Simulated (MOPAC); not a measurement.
MOPAC input (PM7):

```
PM7 1SCF GEO-OK AUX(PRECISION=9) THREADS=1
C4H6S

C    -1.34361300 1    0.05966300 1   -0.07697700 1
C    -0.72084100 1   -1.30222500 1   -0.05366700 1
C     0.60079100 1   -1.36266200 1    0.02203400 1
C     1.34345300 1   -0.06321300 1    0.07693500 1
S     0.05620700 1    1.24769800 1    0.01481100 1
H    -1.91518900 1    0.22956300 1   -0.99222900 1
H    -2.01684300 1    0.21323100 1    0.76944600 1
H    -1.35228600 1   -2.18149500 1   -0.09825500 1
H     1.15058200 1   -2.29594800 1    0.04510600 1
H     1.92701200 1    0.03288300 1    0.99534400 1
H     2.02866600 1    0.04921500 1   -0.76633000 1
```

From the output:

```
                                                       MOPAC v23.2.5 Linux

          FINAL HEAT OF FORMATION =         14.00735 KCAL/MOL =      58.60674 KJ/MOL

          COSMO AREA              =        118.17 SQUARE ANGSTROMS
          COSMO VOLUME            =        107.54 CUBIC ANGSTROMS

          IONIZATION POTENTIAL    =          8.507235 EV
          HOMO LUMO ENERGIES (EV) =         -8.507 -0.055
          NO. OF FILLED LEVELS    =         14
          MOLECULAR WEIGHT        =         86.1514         POINT GROUP:  C2v

          MOLECULAR DIMENSIONS (Angstroms)

            Atom       Atom       Distance
            H    11    H     7     4.33032
            S     5    H     8     3.52746
            H     6    H    10     3.18896

          SCF CALCULATIONS        =          1

   ATOM   CHEMICAL          X               Y               Z
  NUMBER   SYMBOL      (ANGSTROMS)     (ANGSTROMS)     (ANGSTROMS)

     1       C         -1.34361300  *   0.05966300  *  -0.07697700  *
     2       C         -0.72084100  *  -1.30222500  *  -0.05366700  *
     3       C          0.60079100  *  -1.36266200  *   0.02203400  *
     4       C          1.34345300  *  -0.06321300  *   0.07693500  *
     5       S          0.05620700  *   1.24769800  *   0.01481100  *
     6       H         -1.91518900  *   0.22956300  *  -0.99222900  *
     7       H         -2.01684300  *   0.21323100  *   0.76944600  *
     8       H         -1.35228600  *  -2.18149500  *  -0.09825500  *
     9       H          1.15058200  *  -2.29594800  *   0.04510600  *
    10       H          1.92701200  *   0.03288300  *   0.99534400  *
    11       H          2.02866600  *   0.04921500  *  -0.76633000  *

                             CARTESIAN COORDINATES

   1    C       -1.343613000     0.059663000    -0.076977000
   2    C       -0.720841000    -1.302225000    -0.053667000
   3    C        0.600791000    -1.362662000     0.022034000
   4    C        1.343453000    -0.063213000     0.076935000
   5    S        0.056207000     1.247698000     0.014811000
   6    H       -1.915189000     0.229563000    -0.992229000
   7    H       -2.016843000     0.213231000     0.769446000
   8    H       -1.352286000    -2.181495000    -0.098255000
   9    H        1.150582000    -2.295948000     0.045106000
  10    H        1.927012000     0.032883000     0.995344000
  11    H        2.028666000     0.049215000    -0.766330000

           Empirical Formula: C4 H6 S  =    11 atoms

      MOLECULAR POINT GROUP   :   C2v

                  EIGENVALUES
 -30.55179 -25.25726 -25.08849 -20.35730 -18.50583 -16.91406 -15.66625 -14.35142
 -13.76858 -12.90646 -12.29484 -10.78487 -10.37847  -8.50724  -0.05485   0.43553
   0.72263   0.95492   1.08458   1.13894   1.88915   2.34459   3.77020   4.05740
   5.29283   5.32697   5.61943   5.63783   5.87437   6.00314   6.10889

              NET ATOMIC CHARGES AND DIPOLE CONTRIBUTIONS

  ATOM NO.   TYPE          CHARGE      No. of ELECS.   s-Pop       p-Pop       d-Pop
    1          C          -0.321911        4.3219     1.07640     3.24552
    2          C          -0.158544        4.1585     1.08958     3.06897
    3          C          -0.158544        4.1585     1.08958     3.06897
    4          C          -0.321911        4.3219     1.07640     3.24552
    5          S          -0.020108        6.0201     1.90411     4.01615     0.09985
    6          H           0.166832        0.8332     0.83317
    7          H           0.166833        0.8332     0.83317
    8          H           0.156844        0.8432     0.84316
    9          H           0.156844        0.8432     0.84316
   10          H           0.166832        0.8332     0.83317
   11          H           0.166832        0.8332     0.83317
 DIPOLE           X         Y         Z       TOTAL
 POINT-CHG.    -0.047    -1.038    -0.012     1.039
 HYBRID        -0.033    -0.732    -0.009     0.733
 SUM           -0.080    -1.771    -0.021     1.772

          ATOMIC ORBITAL ELECTRON POPULATIONS

     Atom    s        px        py        pz      x^2-y^2     xz        z^2       yz        xy
    1  C   1.07640   1.06655   0.99946   1.17950
    2  C   1.08958   1.02026   1.03023   1.01848
    3  C   1.08958   1.01073   1.03990   1.01833
    4  C   1.07640   1.07100   0.99495   1.17957
    5  S   1.90411   0.90369   1.12337   1.98910   0.00695   0.00363   0.02304   0.00618   0.06004
    6  H   0.83317
    7  H   0.83317
    8  H   0.84316
    9  H   0.84316
   10  H   0.83317
   11  H   0.83317

 **********************
 *                    *
 * JOB ENDED NORMALLY *
 *                    *
 **********************

 == MOPAC DONE ==
```

The geometry given is a B3LYP-D3(BJ)/def2-TZVP minimum.
